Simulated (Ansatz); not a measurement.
`O[Si](O)(O)[O][AlH2]`. The species carries charge 0 and has multiplicity 1.

```csv
atom,x (Å),y (Å),z (Å)
O1,-0.106,0.237,-2.003
Si2,0.563,0.010,-0.532
O3,1.224,1.425,-0.054
O4,1.650,-1.197,-0.733
O5,-0.487,-0.382,0.625
Al6,-1.768,-0.025,1.667
H7,-0.125,-0.528,-2.579
H8,1.756,1.887,-0.703
H9,1.960,-1.637,0.059
H10,-1.881,-0.908,2.971
H11,-2.787,1.119,1.283
```

**Question.** Give the diagnostics of a CCSD(T)/def2-TZVPP run (frozen core, Ansatz). (Best estimate.)

**Answer.** Ansatz gave: T1 = 0.0116, largest single amplitude 0.017, largest double 0.031, (T) share of the correlation energy 3.3 %, 9 CCSD cycles. The RHF solution is stable towards an unrestricted one. T1 lies under the customary mark of 0.02 for closed shells.
